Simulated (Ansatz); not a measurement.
Program: Ansatz 0.2.0.

CH6AlFO2Si. Total charge 0; spin multiplicity 1. The bonds changed during the relaxation, so this is another structure than the one it started from. The geometry is a stationary point of PBE0-D4/def2-TZVP. It is one conformer, not always the lowest.

```xyz
12

F    -0.937   -2.748   -0.890
C    -0.234   -0.525    0.706
O    -0.059   -0.244   -0.474
Al   -0.428   -1.516   -1.926
O     0.010    0.314    1.660
Si    0.602    1.895    1.330
H    -0.607   -1.505    1.017
H     1.017   -1.728   -2.551
H    -1.595   -0.784   -2.715
H     1.907    1.768    0.652
H     0.726    2.471    2.682
H    -0.400    2.602    0.508
```

What is the dipole moment at B3LYP/def2-TZVPP? (Estimate.)

The calculation gave: 6.37 D, with components (1.23, 4.21, 4.62) D in this frame, pointing from negative to positive charge.

And with PBE, r2SCAN, ωB97M-V? (An estimate is asked.)

The calculation gave: PBE 6.25 D, r2SCAN 6.37 D, ωB97M-V 6.41 D.

Give the Mulliken charges with B3LYP, PBE, r2SCAN in def2-TZVPP. (Best estimate.)

The calculation gave: 
| atom | B3LYP | PBE | r2SCAN |
| --- | --- | --- | --- |
| F1 | -0.42 | -0.38 | -0.42 |
| C2 | 0.33 | 0.29 | 0.40 |
| O3 | -0.25 | -0.19 | -0.27 |
| Al4 | 0.52 | 0.41 | 0.54 |
| O5 | -0.29 | -0.22 | -0.30 |
| Si6 | 0.40 | 0.34 | 0.41 |
| H7 | 0.16 | 0.14 | 0.14 |
| H8 | -0.20 | -0.17 | -0.21 |
| H9 | -0.20 | -0.17 | -0.21 |
| H10 | -0.02 | -0.01 | -0.02 |
| H11 | -0.03 | -0.03 | -0.04 |
| H12 | -0.02 | -0.01 | -0.02 |

B3LYP here is the variant with VWN-RPA as its local correlation; programs differ in this.
